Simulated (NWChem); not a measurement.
Species: C2H5FOSi; SMILES F[Si@H]1CCO1

```xyz
10

F      0.0128    -1.8502    -0.5050
Si    -0.0050    -0.5448     0.4544
C      1.1718     0.8288    -0.0183
C     -0.1423     1.5682    -0.3682
O     -1.1427     0.5929    -0.0030
H     -0.1445    -1.0766     1.8317
H      1.7536     1.2906     0.7918
H      1.8336     0.6328    -0.8734
H     -0.2322     1.8171    -1.4384
H     -0.2912     2.4910     0.2155
```
Atoms are numbered in this order, from 1.

Computed with NWChem. Coordinates come from a PBE0/def2-SVP optimisation. Total energies of different functionals are on different scales.

```json
[
 {"level": "PBE/def2-TZVP", "energy (Ha)": "-543.5511", "highest occupied level (eV)": "-6.85", "orbital gap (eV)": "6.34", "dipole (D)": "2.30"},
 {"level": "B3LYP/def2-TZVP", "energy (Ha)": "-544.0074", "highest occupied level (eV)": "-8.15", "orbital gap (eV)": "8.28", "dipole (D)": "2.43"},
 {"level": "PBE0/def2-TZVP", "energy (Ha)": "-543.5908", "highest occupied level (eV)": "-8.39", "orbital gap (eV)": "8.76", "dipole (D)": "2.42"},
 {"level": "BLYP/def2-TZVP", "energy (Ha)": "-543.9186", "highest occupied level (eV)": "-6.76", "orbital gap (eV)": "6.35", "dipole (D)": "2.32"},
 {"level": "TPSSh/def2-TZVP", "energy (Ha)": "-544.0045", "highest occupied level (eV)": "(withheld)", "orbital gap (eV)": "(withheld)", "dipole (D)": "(withheld)"},
 {"level": "CAM-B3LYP/def2-TZVP", "energy (Ha)": "-543.9024", "highest occupied level (eV)": "-9.83", "orbital gap (eV)": "11.16", "dipole (D)": "2.49"}
]
```

Question: Some entries are withheld; supply them.

Answer: 
- TPSSh/def2-TZVP, highest occupied level (eV): -7.59
- TPSSh/def2-TZVP, orbital gap (eV): 7.64
- TPSSh/def2-TZVP, dipole (D): 2.36
